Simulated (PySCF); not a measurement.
## Electronic structure of Rb (rubidium, neutral) at the UHF level

Configuration: [Kr] 5s1, 2S determinant. Computed with PySCF 2.14 in aug-cc-pVDZ-X2C (7s6p4d, 45 functions), with scalar relativity by spin-free X2C-1e.

| Quantity | Value |
| --- | --- |
| Total energy | -2979.142847 hartree |
| One-electron energy | -4131.7798 hartree |
| Hartree (Coulomb) energy | 1252.3890 hartree |
| Exchange energy | -99.7520 hartree |
| ⟨S²⟩ | 0.7503 |
| ⟨L²⟩ | 0.000 |
| Sum of ⟨r⟩ | 29.56 bohr |
| Sum of ⟨r²⟩ | 66.79 bohr² |
| Langevin diamagnetic susceptibility | -52.9 ×10⁻⁶ cm³/mol |

```json
{"shell": "1s α", "electrons": "1", "mean orbital energy (eV)": "-15287.0", "rms radius, mean of both spins (bohr)": "0.0464"}
{"shell": "1s β", "electrons": "1", "mean orbital energy (eV)": "-15287.0", "rms radius, mean of both spins (bohr)": "0.0464"}
{"shell": "2s α", "electrons": "1", "mean orbital energy (eV)": "-2108.0", "rms radius, mean of both spins (bohr)": "0.192"}
{"shell": "2s β", "electrons": "1", "mean orbital energy (eV)": "-2108.0", "rms radius, mean of both spins (bohr)": "0.192"}
{"shell": "2p α", "electrons": "3", "mean orbital energy (eV)": "-1863.5", "rms radius, mean of both spins (bohr)": "0.171"}
{"shell": "2p β", "electrons": "3", "mean orbital energy (eV)": "-1863.5", "rms radius, mean of both spins (bohr)": "0.171"}
{"shell": "3s α", "electrons": "1", "mean orbital energy (eV)": "-341.67", "rms radius, mean of both spins (bohr)": "0.543"}
{"shell": "3s β", "electrons": "1", "mean orbital energy (eV)": "-341.63", "rms radius, mean of both spins (bohr)": "0.543"}
{"shell": "3p α", "electrons": "3", "mean orbital energy (eV)": "-260.65", "rms radius, mean of both spins (bohr)": "0.557"}
{"shell": "3p β", "electrons": "3", "mean orbital energy (eV)": "-260.64", "rms radius, mean of both spins (bohr)": "0.557"}
{"shell": "3d α", "electrons": "5", "mean orbital energy (eV)": "-126.28", "rms radius, mean of both spins (bohr)": "0.578"}
{"shell": "3d β", "electrons": "5", "mean orbital energy (eV)": "-126.27", "rms radius, mean of both spins (bohr)": "0.578"}
{"shell": "4s α", "electrons": "1", "mean orbital energy (eV)": "-42.665", "rms radius, mean of both spins (bohr)": "1.57"}
{"shell": "4s β", "electrons": "1", "mean orbital energy (eV)": "-42.544", "rms radius, mean of both spins (bohr)": "1.57"}
{"shell": "4p α", "electrons": "3", "mean orbital energy (eV)": "-22.014", "rms radius, mean of both spins (bohr)": "1.86"}
{"shell": "4p β", "electrons": "3", "mean orbital energy (eV)": "-21.952", "rms radius, mean of both spins (bohr)": "1.86"}
{"shell": "5s α", "electrons": "1", "mean orbital energy (eV)": "-3.814", "rms radius, mean of both spins (bohr)": "5.92"}
```

Densities and radii are taken from the X2C orbitals without a picture-change correction, which distorts them close to the nucleus.

Spin-orbit constants ζ (cm⁻¹) from the X2C one-electron operator on these orbitals: bare nucleus, nucleus screened by l(l+1)(2l+1)/3 electrons, and screened by the Breit-Pauli mean field of the electrons.

```tsv
shell	bare	screened nucleus	mean field
2p	334500	316400	308300
3p	50530	47800	46330
3d	6567	4792	4507
4p	4424	4185	4034
```
